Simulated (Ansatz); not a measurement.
Si₄Ge₃, relaxed as a singlet with RKS PBE-D4/def2-SVP in Ansatz, starting from the GFN1-xTB geometry. Force threshold 0.02 eV/Å.

Another isomer (singlet) lies 0.05 eV lower at PBE0-D4/def2-TZVP; other spin states weren't run for this one.

Start:

| atom | x (Å) | y (Å) | z (Å) |
| --- | --- | --- | --- |
| Si1 | -0.106 | 0.404 | -2.552 |
| Si2 | 0.204 | 0.095 | 1.586 |
| Si3 | 1.381 | 0.110 | -0.784 |
| Si4 | -1.030 | 1.090 | -0.530 |
| Ge5 | -2.056 | 0.715 | 1.530 |
| Ge6 | 2.210 | -1.012 | 1.086 |
| Ge7 | -0.604 | -1.403 | -0.338 |

**Question.** Estimate the energy that the relaxation releases and the steps that it takes.

**Answer.** 4.5 kcal/mol, in 11 steps; 26 s on 4 threads of Arm Neoverse V2 on a shared host. No frequencies were taken in this run, so the end may be a saddle point.

**Question.** Does the start keep its bonding and symmetry?

**Answer.** By distances, no bond broke or formed. The bond that changes most is Si3–Ge7, from 2.54 to 2.67 Å (atoms count from 1). Point group Cs at the start, Cs at the end, both within 0.05 Å.

**Question.** Predict the relaxed structure.

**Answer.** 
```xyz
7

Si   -0.134    0.320   -2.517
Si    0.294    0.327    1.540
Si    1.400    0.248   -0.757
Si   -0.946    1.199   -0.511
Ge   -2.105    0.523    1.483
Ge    2.102   -1.182    1.043
Ge   -0.611   -1.435   -0.280
```
Bond lengths: 7 × Ge–Si 2.40 to 2.69 Å; 5 × Si–Si 2.34 to 2.55 Å.
